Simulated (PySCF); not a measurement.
C4H4S, charge +1, doublet, geometry from GFN2-xTB (a state made from the parent by changing its charge; the spin is typed, not shown lowest). Base run: PySCF with CAMB3LYP/STO-3G.

Here is a job for PySCF.
```python
from pyscf import gto, scf, dft

mol = gto.M(
    atom='''
C     0.37039915   -1.39127135    0.16036879
C    -1.00449536   -1.07042410    0.21337201
C    -1.23056850    0.25389779    0.05189233
S     0.31347517    1.15604855   -0.17660943
C     1.18258787   -0.26149596   -0.04752700
H     0.76403015   -2.39001543    0.26657781
H    -1.77984531   -1.80235036    0.36544614
H    -2.16405704    0.78729060    0.04564330
H     2.25673051   -0.27593986   -0.12055323
''',
    basis='sto-3g',
    charge=1,
    spin=1,
    verbose=3,
)

mf = dft.UKS(mol)
mf.xc = 'camb3lyp'
mf.kernel()
```

The base run was repeated with changes; each row names its change, and settings that it needs were set with it.

| change | ΔE vs base (mEh) | grid points | electrons on the grid |
|---|---|---|---|
| base | 0.000 | 114584 | 43.00000 |
| small_rho_cutoff = 0 | 0.000 | 114584 | 43.00000 |
| grids.level = 5 | 0.000 | 309120 | 43.00000 |
| grids.atom_grid = (50, 194) | -0.016 | 59056 | 43.00000 |
| grids.radi_method = gauss_chebyshev | 0.000 | 111384 | 43.00000 |
| grids.prune = off | 0.000 | 185720 | 43.00000 |
| grids.becke_scheme = stratmann | -0.001 | 114584 | 43.00000 |
| grids.atom_grid = (75, 302) | 0.001 | 129480 | 43.00000 |
| grids.level = 4 | 0.000 | 205960 | 43.00000 |
| grids.prune = dft.gen_grid.sg1_prune | -0.017 | 48928 | 43.00003 |
| grids.level = 0 | -19.094 | 8448 | 43.00150 |

Open shells are given as the SCF converged; they aren't shown to be the lowest states, and a large step between rows can be another state.
